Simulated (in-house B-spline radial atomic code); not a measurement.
How numerical settings move a run on the cerium ion Ce³⁺, [Xe] 4f1. Computed with a B-spline radial code for spherical atoms: Dirac-Kohn-Sham LDA VWN5, spherical fractional occupations, Fermi nucleus of rms radius 4.8771 fm.

Command:
```bash
python run_scf.py task.json out
```
Settings of the sound reference run:
```
Z                58
electrons        55
configuration    [Xe] 4f1
hamiltonian      dirac
method           lda,vwn
spin_polarised   False
nucleus          fermi
rms_radius       4.8771
mass_number      140
atomic_mass      139.9054
speed_of_light   137.036
knot_spacing     0.22
spline_order     8
gauss_points     12
box_radius       16.22
max_iterations   70
damping          0.5
damped_steps     3
diis_vectors     10
tolerance        1e-08
start            Thomas-Fermi
```

Run time, properties included: 1.9 s on 1 thread of Intel(R) Xeon(R) Platinum 8259CL CPU @ 2.50GHz (shared host).

It converges in 9 iterations to -8856.853155 hartree, with 4f7/2 at -28.8276 eV. The other runs change the listed settings, some to values that make no sense; their results aren't properties of the atom or ion. Radii are in bohr (the nuclear one in fm), a minus after a letter asks for a j subshell, and «unchanged» means within 1e-8 hartree. The run stops when the residual is below 10 × tolerance × max(1, Z/10), or a noise floor if that is larger, and the energy moves by less than 1e-8 × √|E| hartree; so very loose and very tight tolerances often act alike.

```tsv
changed settings	outcome
spline_order = 5	converged in 9 iterations, energy +2.00e-04 hartree from the reference, 4f7/2 level -9.5e-05 eV
spline_order = 7	converged in 9 iterations, energy +6.14e-07 hartree from the reference, 4f7/2 level -1.1e-06 eV
method = hf, speed_of_light = 63.81766	converged in 11 iterations to -10861.2473 hartree, a different physical problem
electrons = 56, configuration = [Kr] 4d10 4f1 5s2 5p7, max_iterations = 50	stopped with error: shell 5p holds at most 6 electrons
spline_order = 7, gauss_points = 3, max_iterations = 50	converged in 9 iterations, energy +5.36e-04 hartree from the reference, 4f7/2 level -2.6e-04 eV
gauss_points = 3	converged in 9 iterations, energy +6.62e-04 hartree from the reference, 4f7/2 level -5.5e-05 eV
gauss_points = 16	converged in 9 iterations, energy unchanged
first_knot = 0.0172, max_iterations = 50, tolerance = 1e-05	converged in 8 iterations, energy +2.55e+00 hartree from the reference, 4f7/2 level -3.6e-02 eV
gauss_points = 4	converged in 9 iterations, energy +3.94e-06 hartree from the reference, 4f7/2 level -3.1e-06 eV
tolerance = 1e-06	converged in 8 iterations, energy unchanged, 4f7/2 level +2.7e-04 eV
max_iterations = 2, damping = 0.2, diis_vectors = 4, start = bare nucleus	not converged after 2 iterations, last residual 6.0e+00, last energy +8.81e+02 hartree from the reference
first_knot = 0.000172, max_iterations = 75, tolerance = 0.001	converged in 8 iterations, energy -9.45e-05 hartree from the reference, 4f7/2 level +2.7e-04 eV
electrons = 56, configuration = [Xe] 4f1 6p-1, max_iterations = 60	converged in 10 iterations to -8857.3818 hartree, a different physical problem (warning: 6p1/2 reaches the box edge)
```

Q: What happens with box_radius = 64.88, max_iterations = 3, damping = 0.2, diis_vectors = 2?

A: Not converged after 3 iterations, last residual 2.4e-01, last energy +1.59e+00 hartree from the reference.

Q: What happens with spline_order = 4?

A: Converged in 9 iterations, energy +5.78e-03 hartree from the reference, 4f7/2 level -2.2e-03 eV.

Q: What happens with spline_order = 10?

A: Converged in 9 iterations, energy -2.26e-07 hartree from the reference, 4f7/2 level -5.1e-07 eV.

Q: What happens with gauss_points = 5?

A: Converged in 9 iterations, energy -4.96e-08 hartree from the reference.
